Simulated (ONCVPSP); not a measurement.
# holmium (Ho): excitation energies, all-electron against ONCV

holmium, optimised norm-conserving Vanderbilt (ONCV), made with ONCVPSP 4.0.1 (LDA (Perdew-Zunger), non-relativistic). Core [Kr] 4d10 4f10, reference 5s2 5p6 (charge +3). Waves: 5s: rc 2.25 bohr, ncon 3, nbas 7, qcut 4.9 1/bohr, 2 projectors, debl 3.9 Ha; 5p: rc 1.60 bohr, ncon 3, nbas 7, qcut 6.2 1/bohr, 2 projectors, debl 1.4 Ha; d scattering state at 0.1 Ha: rc 2.05 bohr, ncon 4, nbas 9, qcut 4.8 1/bohr, 1 projector. Local part: polynomial inside 1.50 bohr (lpopt 5, dvloc0 3 Ha). Core correction: Teter function, fcfact 2.25, rcfact 1.65.

In the s channel the program set the typed energies aside and used -2.651, 0.050 Ha. In the p channel the program set the typed energies aside and used -1.954, 0.250 Ha. In the d channel the program set the typed energies aside and used 0.050 Ha.

Energies are relative to the spin-unpolarised reference configuration 5s2 5p6; without spin polarisation the order of configurations can differ from experiment.

(1) Give the all-electron excitation energy and the error of the potential for: 5s2 5p6 5d1 6s2; 5s2 5p6 5d1 6s1; 5s2 5p6 5d1; 5s2 5p6 5d2.

Levels in the configuration 5s2 5p6 5d1:

```tsv
level	all-electron (eV)	pseudo (eV)
5s	-60.538	-60.384
5p	-41.842	-41.721
5d	-15.889	-15.929
```

Answers

(1)

| valence configuration | charge | ΔE all-electron (eV) | error AE − PS (meV) |
| --- | --- | --- | --- |
| 5s2 5p6 5d1 6s2 | 0 | -39.225 | +118 |
| 5s2 5p6 5d1 6s1 | +1 | -32.666 | +91 |
| 5s2 5p6 5d1 | +2 | -20.758 | +64 |
| 5s2 5p6 5d2 | +1 | -32.277 | +95 |
